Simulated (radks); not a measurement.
Question: The mean radii <r> (bohr) of the occupied orbitals of an atom or ion are listed with their occupations. All-electron calculation, non-relativistic Kohn-Sham, PBE, spin-polarised, spherical densities, point nucleus. Program: a radial shooting solver on a logarithmic mesh with Libxc functionals.

orbital  occ.      <r>
1s up       1  0.01846
1s down     1  0.01846
2s up       1  0.07762
2s down     1  0.07762
2p up       3  0.06555
2p down     3  0.06555
3s up       1   0.1952
3s down     1   0.1952
3p up       3   0.1858
3p down     3   0.1858
3d up       5   0.1619
3d down     5   0.1619
4s up       1   0.4267
4s down     1   0.4267
4p up       3   0.4294
4p down     3   0.4294
4d up       5   0.4336
4d down     5   0.4336
4f up       7   0.4441
4f down     7   0.4440
5s up       1   0.9492
5s down     1   0.9486
5p up       3    1.018
5p down     3    1.017
5d up       5    1.262
5d down     5    1.254
6s up       1    2.322

Name the element and its charge. Open shells, if any, are filled with parallel spins first.

Answer: Z = 82, lead, charge +3: Pb3+ in [Xe] 4f14 5d10 6s1. The 1s radius gives Z: for a bare nucleus <r> = 1.5/Z, 0.01829 bohr for Z = 82, and screening makes it slightly larger (0.01846 here). The occupations add up to 79, and the charge is Z minus that.
